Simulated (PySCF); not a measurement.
# What a mistake does to a calculation on GeH6NOSi

These are calculations, not measurements. The program is PySCF 2.14.0, an open-source quantum chemistry code, run on an isolated molecule that a program drew, which may never have been made. The molecule is GeH6NOSi (charge 0, doublet), drawn as the SMILES string `N[SiH2][GeH][OH]`.

Each row is a Hartree-Fock (HF) and frozen-core CCSD(T) single point in the cc-pV(D+d)Z basis, meant for a local HF minimum. Run 1 is clean. Each other run has one planted mistake out of seven kinds, and not every kind appears here: one electron removed, one electron added, multiplicity raised by two, geometry at a saddle point, minimal basis STO-3G, one bond length entered in bohr, all coordinates scaled. The reference is restricted for singlets and unrestricted otherwise, and also for a bond in bohr. Adding or removing an electron swaps singlet and doublet. Electrons count all cores. HOMO and LUMO are orbital energies over both spins, the gradient is its largest component, and the lowest frequency (negative if imaginary) is given only where the gradient is small. Bond lengths are over the 9 bonds as drawn. T1 is the CCSD diagnostic: over 0.02 (restricted) or 0.045 (unrestricted) a single reference is doubtful. Germanium has the cc-pVDZ-PP basis, with a core potential (ECP10MDF) in place of its 10 inner electrons, and its 3s, 3p and 3d shells are frozen in CCSD(T).

Geometry of the clean run:
```xyz
10
GeH6NOSi, angstrom
N     1.8220    1.5977   -1.1931
Si    0.1279    1.9052   -1.3249
Ge   -1.3919    0.0275   -1.0680
O    -1.3001   -0.6487    0.5983
H     2.2617    1.0536   -1.9135
H     2.1818    1.3158   -0.2989
H    -0.2431    2.8729   -0.2671
H    -0.1352    2.4803   -2.6628
H    -1.0576   -1.2003   -1.9376
H    -1.5681   -0.0459    1.2766
```

```
run,electrons,basis functions,<S^2>,HOMO (eV),LUMO (eV),gradient (hartree/bohr),lowest frequency (cm^-1),mean bond (Å),longest bond (Å),T1,HF (hartree),CCSD(T) (hartree),mistake
1,67,104,0.761,-8.05,1.21,8.2e-06,56,1.4904,2.429,0.0169,-715.14050,-715.74257,no fault
2,66,104,0.000,-15.64,-6.27,5.9e-02,-,1.4904,2.429,0.0252,-714.87632,-715.48697,one electron removed
3,67,104,1.577,-8.26,0.94,1.6e-02,-,1.5897,2.429,0.0620,-715.00450,-715.59724,?
4,68,104,0.000,-0.50,8.30,5.1e-02,-,1.4904,2.429,0.0137,-715.12538,-715.75081,?
```

**Which mistake was planted in run 3, and what did it cost?**

The mean bond changes by a factor of 1.067 and the longest by 1.000, so the molecule wasn't scaled as a whole. A length L in bohr read as angstrom grows by (1/0.5292 - 1) L = 0.890 L. The 9 bonds together grew by 9 x 0.0993 = 0.894 Å, which gives L = 1.004 Å. That is the length of one of the H-N bonds, 1.004 Å in the clean geometry. So the mistake is: one bond length entered in bohr. Subtracting run 1 and multiplying by 627.51 kcal/mol a hartree, the energy moved by 85.3 kcal/mol in HF and 91.2 kcal/mol in CCSD(T).

**Which mistake was planted in run 4, and what did it cost?**

It counts 68 electrons, one more than the clean run, at the same geometry and basis. So the mistake is: one electron added. Subtracting run 1 and multiplying by 627.51 kcal/mol a hartree, the energy moved by 9.5 kcal/mol in HF and -5.2 kcal/mol in CCSD(T).

Cautions from the logs. Run 2: T1 is over the limit, so its CCSD(T) energy is less reliable; run 3: T1 is over the limit, so its CCSD(T) energy is less reliable.
